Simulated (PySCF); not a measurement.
## How methods differ on the electron affinity of Rb

Rb⁻ [Kr] 5s2 (1S) → Rb [Kr] 5s1 (2S), as a difference of total energies. Computed with PySCF 2.14 in aug-cc-pVQZ-X2C, with scalar relativity by spin-free X2C-1e. Correlated levels: valence: [Kr] frozen. The calculations carry no spin-orbit coupling.

Task: Order these methods by the electron affinity they give, lowest first.
A. UHF
B. MP2 (valence)
C. CCSD (valence)
D. SCS-MP2 (valence)

Result: A (-0.074 eV), B (0.297 eV), D (0.371 eV), C (0.468 eV).

Errors of the correlated levels include the incompleteness of this basis and the frozen core.

A negative affinity means that the anion lies above the atom at that level of theory.

With two correlated electrons CCSD is exact in that space.

The coupled-cluster amplitudes are large for Rb⁻ (T1 above 0.03 or a double amplitude above 0.15), so a single reference is strained.

For comparison: 0.486 eV (measured; photodetachment measurements, as compiled on the Wikipedia data page of electron affinities).
